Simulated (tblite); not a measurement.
Compound: C6H6NO (doublet state).
Numbering: `[CH3:1][C:2](=[O:3])[c:4]1[cH:5][c:6][nH:7][cH:8]1` (hydrogens: H9, H10, H11 on C1; H12 on C5; H13 on N7; H14 on C8)

A start from a force field or distance geometry was refined with GFN2-xTB geometry optimisation, gas phase in tblite 0.8.0. Values at the start:

| coordinate | start |
| --- | --- |
| C1–C2 | 1.492 Å |
| C1–H9 | 1.095 Å |
| C2=O3 | 1.236 Å |
| C2–C4 | 1.469 Å |
| C4–C5 | 1.418 Å |
| C4–C8 | 1.394 Å |
| C5–C6 | 1.371 Å |
| C5–H12 | 1.083 Å |
| C6–N7 | 1.365 Å |
| N7–C8 | 1.363 Å |
| N7–H13 | 1.009 Å |
| C8–H14 | 1.088 Å |
| C1–C2–O3 | 121.4° |
| C1–C2–C4 | 117.8° |
| C2–C4–C5 | 129.5° |
| C4–C5–C6 | 108.1° |
| C4–C8–N7 | 108.7° |
| C5–C4–C8 | 105.7° |
| C5–C6–N7 | 108.3° |
| C6–N7–C8 | 109.1° |

Question: How do these coordinates change at the GFN2-xTB level?

Answer: 
| coordinate | GFN2-xTB (Å or °) | change |
| --- | --- | --- |
| C2=O3 | 1.214 | -0.022 |
| C5–C6 | 1.351 | -0.020 |
| C8–H14 | 1.071 | -0.017 |
| C4–C5 | 1.434 | +0.016 |
| C1–C2 | 1.508 | +0.016 |
| C5–H12 | 1.069 | -0.014 |
| N7–C8 | 1.351 | -0.012 |
| C2–C4 | 1.457 | -0.012 |
| C6–N7 | 1.355 | -0.010 |
| C4–C8 | 1.387 | -0.007 |
| C1–H9 | 1.088 | -0.007 |
| N7–H13 | 1.007 | -0.002 |
| C4–C5–C6 | 104.9 | -3.2 |
| C5–C6–N7 | 111.2 | +2.9 |
| C5–C4–C8 | 107.4 | +1.7 |
| C1–C2–O3 | 122.8 | +1.4 |
| C1–C2–C4 | 116.4 | -1.4 |
| C2–C4–C5 | 128.3 | -1.2 |
| C4–C8–N7 | 108.0 | -0.7 |
| C6–N7–C8 | 108.5 | -0.6 |

The energy falls by 2.1 kcal/mol over 31 L-BFGS steps, the largest force on an atom goes from 1.56 to 0.004 eV/Å, and the atoms move by 0.040 Å rms after alignment. The bond that changes most is C2=O3 (ends: carbon bonded to 2 C and O; oxygen bonded to C), which shortens by 0.022 Å. Bonds longer at the end by more than 0.005 Å: 2 of 14; shorter: 10. Rotational constants go from 4986, 1582, 1210 to 4939, 1630, 1235 MHz.

Time: 0.16 s. Hardware: one thread, Arm Neoverse V1 (aarch64), no GPU, shared host with 32 logical CPUs at a one-minute load of 12.

Its GFN2-xTB frequencies are all real (lowest 70 cm⁻¹). 3 starts were optimised and ended at 0.00, 0.00 and 1.18 kcal/mol (GFN2-xTB); the lowest of these is shown.

Conformer computed: `[CH3:1][C:2](=[O:3])[c:4]1[cH:5][c:6][nH:7][cH:8]1`: C1–C2–C4–C5 0°.

One conformer stands for the species.
